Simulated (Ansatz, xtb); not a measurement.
# C5H8FN: which of two isomers lies lower

We compare a, `N[C@@H]1C=C[C@H](F)C1`, a singlet, with b, `F[C@@H]1C=CCNC1`, a singlet. Both are isolated molecules in the gas phase, relaxed with B3LYP/def2-SVP; the shapes shown needn't be the lowest conformers.

a (Å):

```
atom    x (Å)   y (Å)    z (Å)
   C  -1.3368  1.2692  -0.0227
   C  -1.5858  0.7039   1.3688
   C  -0.4527  0.5438   2.0645
   C   0.7446  0.9583   1.2462
   C   0.1887  1.0609  -0.1797
   F   1.1946  2.2103   1.6949
   N  -1.7075  2.6812  -0.1648
   H  -1.2394  3.2236   0.5645
   H  -2.7098  2.8056  -0.0149
   H  -1.8926  0.7071  -0.7925
   H  -2.5938  0.5299   1.7587
   H  -0.3735  0.2349   3.1096
   H   1.6066  0.2752   1.3296
   H   0.3858  0.1168  -0.7110
   H   0.6643  1.8753  -0.7440
```

b (Å):

```xyz
15

C    -0.5438    1.6332   -0.6581
C    -0.0179    2.5410    0.4194
C    -0.1291    2.2403    1.7193
C    -0.7877    0.9678    2.1982
C    -0.7508    0.2141   -0.1176
F     0.3612    1.5998   -1.7187
N    -1.4572    0.1988    1.1538
H    -1.4917    2.0311   -1.0721
H     0.4693    3.4624    0.0841
H     0.2957    2.9070    2.4786
H    -1.5152    1.1910    2.9975
H    -0.0134    0.3369    2.6818
H    -2.4102    0.5371    1.0292
H    -1.2884   -0.4055   -0.8524
H     0.2492   -0.2344    0.0153
```

Q: Estimate which is lower in electronic energy at CCSD(T)/def2-SVP + ΔMP2/def2-TZVPP, and by roughly how much.

A: The CCSD(T)/def2-SVP + ΔMP2/def2-TZVPP calculation puts structure a lower, by 4.7 kcal/mol.

Level by level:

```tsv
level	geometry	E(b) − E(a) (kcal/mol)	departure from the last row (kcal/mol)	job, with rough time for the two
GFN2-xTB	GFN2-xTB	−3.4	−8.1	optimisation, 0.16 s
HF/STO-3G	GFN2-xTB	−1.4	−6.1	single point, 0.36 s
r2SCAN-D4/def2-SVP	GFN2-xTB	+1.8	−2.9	single point, 4 s
B3LYP/def2-SVP	B3LYP/def2-SVP	+1.3	−3.5	optimisation, 46 s
HF/def2-SVP	B3LYP/def2-SVP	+0.8	−3.9	part of the CCSD(T) run
MP2/def2-SVP	B3LYP/def2-SVP	+4.2	−0.5	part of the CCSD(T) run
CCSD(T)/def2-SVP	B3LYP/def2-SVP	+3.1	−1.6	single point
CCSD(T)/def2-SVP + ΔMP2/def2-TZVPP	B3LYP/def2-SVP	+4.7		single point, 80 s
```

As drawn, b has 1 C–N, 1 C–H in place of 1 C–C, 1 N–H. Structure a has a 5-membered ring, b a 6-membered ring.

GFN2-xTB, HF/STO-3G put the two in the other order. The largest departure from CCSD(T)/def2-SVP + ΔMP2/def2-TZVPP is that of GFN2-xTB, 8.1 kcal/mol. The last row adds to CCSD(T) the change of the MP2 difference between the two basis sets, here +1.6 kcal/mol.

With thermal terms from frequencies at re-optimised GFN2-xTB minima (ideal gas, soft modes damped towards free rotors, one conformer each, 298.15 K, 1 atm): on the last row, ΔE + ΔZPE = +5.0, ΔH = +4.7, ΔG = +5.3 kcal/mol.

The correlated steps freeze 7 core orbitals. Run with Ansatz 0.2.0, xtb 6.7.1; the last row on 4 threads of Arm Neoverse V1 on a shared host.
